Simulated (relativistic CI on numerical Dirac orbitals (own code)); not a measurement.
## Inner-shell lines of Tc XXXII

Method of calculation: Dirac-Coulomb-Breit CI, KLI orbitals optimised for each configuration, model QED, unscaled Slater integrals (own radial code, finite nucleus).

Configuration list (outside the closed core 1s2 2s2): 2p6 3s2, 2p5 3s2 3d, 2p5 3s2 4s, 2p5 3s2 4d, 2p5 3s 3p 3d, 2p6 3s 3p, 2p5 3s 3p 4s. Levels of other configurations are missing.

The table holds the strongest lines. The upper levels have an inner-shell vacancy. Auger decay, open to those above the ionisation limit, is not computed, and radiative decays to configurations outside the model are missing too. Absolute energies can be off by a few tenths of a per cent, so close lines can change order. LS names give the leading component, which can be well under half, for lower levels too. Brackets number the levels in order of energy.

```csv
E (eV),Upper,Lower,A (s⁻¹),gA (s⁻¹)
2678.5,2p5 3s 3p 3d 1D_2 [45],2p6 3s 3p 3P°_1 [3],5.20e+13,2.60e+14
2682.1,2p5 3s 3p 3d 3P_1 [42],2p6 3s 3p 3P°_0 [2],1.03e+14,3.10e+14
2686.5,2p5 3s 3p 3d 3D_3 [76],2p6 3s 3p 3P°_2 [4],8.82e+13,6.18e+14
2687.1,2p5 3s 3p 3d 1D_2 [98],2p6 3s 3p 1P°_1 [5],1.34e+14,6.72e+14
2688.5,2p5 3s 3p 3d 3D_2 [57],2p6 3s 3p 3P°_1 [3],9.44e+13,4.72e+14
2689.4,2p5 3s 3p 3d 1P_1 [100],2p6 3s 3p 1P°_1 [5],2.01e+14,6.04e+14
2689.7,2p5 3s 3p 3d 3P_2 [80],2p6 3s 3p 3P°_2 [4],1.22e+14,6.08e+14
2690.0,2p5 3s 3p 3d 3D_3 [81],2p6 3s 3p 3P°_2 [4],4.41e+13,3.09e+14
2690.2,2p5 3s2 3d 1P°_1 [13],2p6 3s2 1S_0 [1],1.99e+14,5.97e+14
2692.8,2p5 3s 3p 3d 3S_1 [83],2p6 3s 3p 3P°_2 [4],1.24e+14,3.71e+14
2783.6,2p5 3s 3p 3d 3D_2 [108],2p6 3s 3p 3P°_1 [3],5.84e+13,2.92e+14
2786.2,2p5 3s 3p 3d 5F_1 [107],2p6 3s 3p 3P°_0 [2],8.93e+13,2.68e+14
2791.7,2p5 3s 3p 3d 3P_2 [128],2p6 3s 3p 3P°_2 [4],1.13e+14,5.67e+14
2792.4,2p5 3s 3p 3d 5P_1 [129],2p6 3s 3p 3P°_2 [4],9.19e+13,2.76e+14
2797.0,2p5 3s 3p 3d 3D_1 [113],2p6 3s 3p 3P°_1 [3],9.79e+13,2.94e+14
2797.4,2p5 3s 3p 3d 1P_1 [145],2p6 3s 3p 1P°_1 [5],1.59e+14,4.76e+14
2798.0,2p5 3s2 3d 1P°_1 [97],2p6 3s2 1S_0 [1],1.73e+14,5.20e+14
2798.5,2p5 3s 3p 3d 1D_2 [146],2p6 3s 3p 1P°_1 [5],1.32e+14,6.59e+14
2802.4,2p5 3s 3p 3d 3D_3 [133],2p6 3s 3p 3P°_2 [4],7.07e+13,4.95e+14
3422.2,2p5 3s2 4d 1P°_1 [170],2p6 3s2 1S_0 [1],8.83e+13,2.65e+14
```
